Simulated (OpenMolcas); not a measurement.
An OpenMolcas run meant for Ni5+ (ANO-L-VDZP, non-relativistic; inactive shells 1s 2s 2p 3s 3p; intended active space 5 electrons in 5 orbitals (3d)). One step of its input:

```
&RASSCF
FileOrb=start.orb
Symmetry=1
Spin=6
nActEl=5 0 0
Inactive=3 6
Ras2=5 0
CIRoot=5 5 1
SDav=1
CIMx=300
Iter=54 100
PrWF=0.3
OrbListing=Nothing
MaxOrb=0
Atom
>>> COPY $Project.JobIph JOB001
```

Lines from the output:

```
...
      Number of secondary orbitals              20
      Spin quantum number                      2.5
      State symmetry                             1
Orbital specifications:
      -----------------------

      Symmetry species                           1   2
                                                ag  au
      Frozen orbitals                            0   0
      Inactive orbitals                          3   6
      Active orbitals                            5   0
      RAS1 orbitals                              0   0
      RAS2 orbitals                              5   0
      RAS3 orbitals                              0   0
      Secondary orbitals                         7  13
      Deleted orbitals                           0   0
      Number of basis functions                 15  19
      Number of CSFs                             1
      Number of root(s) required                 5
 ************ ERROR ***********
  You can't ask for more roots
  than there are configurations
 ******************************
--- Stop Module: rasscf at  /rc=_RC_INPUT_ERROR_ ---
.####################.
.# User input error #.
.####################.
```

**Question.** What is wrong with the input?

**Answer.** CIRoot asks for more roots than the active space has configuration state functions.
